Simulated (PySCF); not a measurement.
Nuclear quadrupole coupling in `O=C(F)[C@@H]1CC[C@H](F)[C@H]1F`

Compound: C6H7F3O.
Structure used (GFN2-xTB), in Å, numbered top down from 1:
```
atom  x, y, z in Å
O1     2.2546    0.5329    1.5400
C2     2.0024    0.6657    0.3976
F3     2.7366    1.5301   -0.3585
C4     0.9279    0.0437   -0.4359
C5    -0.1635    1.0729   -0.7980
C6    -1.3898    0.2020   -1.0608
C7    -1.3150   -0.8629    0.0303
F8    -1.8977   -0.3915    1.1845
C9     0.1856   -1.0940    0.2822
F10    0.5687   -2.3063   -0.2386
H11    1.3812   -0.3531   -1.3502
H12    0.1183    1.6833   -1.6528
H13   -0.3525    1.7254    0.0563
H14   -2.3210    0.7615   -1.0003
H15   -1.3209   -0.2769   -2.0371
H16   -1.8278   -1.7972   -0.2177
H17    0.4058   -1.1235    1.3551
```

Field gradients from the PBE0/pcSseg-1 density (PySCF, non-relativistic), principal values in atomic units, ordered |Vxx| ≤ |Vyy| ≤ |Vzz|:

| atom | Vxx | Vyy | Vzz |
| --- | --- | --- | --- |
| O1 | 0.4303 | 1.1447 | -1.5751 |

Find the asymmetry η = (Vxx − Vyy)/Vzz and the couplings χ = eQV/h (234.96 MHz × Q in barn × V in au), with Q(17O) = −0.0256 b.

```json
{"atom": "O1", "environment": "carbonyl oxygen", "nucleus": "17O", "η": "0.45", "χzz (MHz)": "9.47", "χxx (MHz)": "-2.59", "χyy (MHz)": "-6.89"}
```

The tensor is traceless: Vxx + Vyy + Vzz = 0.

What is Vzz at O1 in SI units (1 au = 9.71736 × 10²¹ V/m²)?

-1.5751 au = -15.306 × 10²¹ V/m².

And the gradient at the other heavy atoms, for which no coupling is worked out here?

| atom | environment | Vzz (au) | η |
| --- | --- | --- | --- |
| C2 | acyl halide carbon | -0.532 | 0.36 |
| F3 | acyl fluorine | 2.503 | 0.38 |
| C4 | sp3 carbon next to a carbonyl | 0.082 | 0.75 |
| C5 | ring CH2 carbon | 0.149 | 0.45 |
| C6 | ring CH2 carbon | 0.070 | 0.98 |
| C7 | sp3 C–F carbon | 0.514 | 0.21 |
| F8 | alkyl fluorine | 3.050 | 0.01 |
| C9 | sp3 C–F carbon | 0.507 | 0.30 |
| F10 | alkyl fluorine | 3.088 | 0.03 |

What couplings would deuterons (Q(2H) = 0.00286 b) have in place of the hydrogens, at this geometry?

```json
{"atom": "H11", "bonded to": "C4", "bond length (Å)": "1.095", "Vzz (au)": "0.2904", "η": "0.04", "χzz (kHz)": "195"}
{"atom": "H12", "bonded to": "C5", "bond length (Å)": "1.088", "Vzz (au)": "0.3100", "η": "0.01", "χzz (kHz)": "208"}
{"atom": "H13", "bonded to": "C5", "bond length (Å)": "1.091", "Vzz (au)": "0.2977", "η": "0.04", "χzz (kHz)": "200"}
{"atom": "H14", "bonded to": "C6", "bond length (Å)": "1.088", "Vzz (au)": "0.3098", "η": "0.01", "χzz (kHz)": "208"}
{"atom": "H15", "bonded to": "C6", "bond length (Å)": "1.090", "Vzz (au)": "0.3055", "η": "0.01", "χzz (kHz)": "205"}
{"atom": "H16", "bonded to": "C7", "bond length (Å)": "1.094", "Vzz (au)": "0.2862", "η": "0.07", "χzz (kHz)": "192"}
{"atom": "H17", "bonded to": "C9", "bond length (Å)": "1.096", "Vzz (au)": "0.2761", "η": "0.07", "χzz (kHz)": "186"}
```

Isolated species at its GFN2-xTB geometry (one conformer only). GFN2-xTB bond lengths can be off by several hundredths of an ångström, more for odd bonds, and the gradients follow them. With a basis this small, the couplings can be 20 % off.

The run behind these numbers computed NMR shieldings as well. Cost: about 90 s of CPU time on one thread; the machine was shared, so the figure is rough.
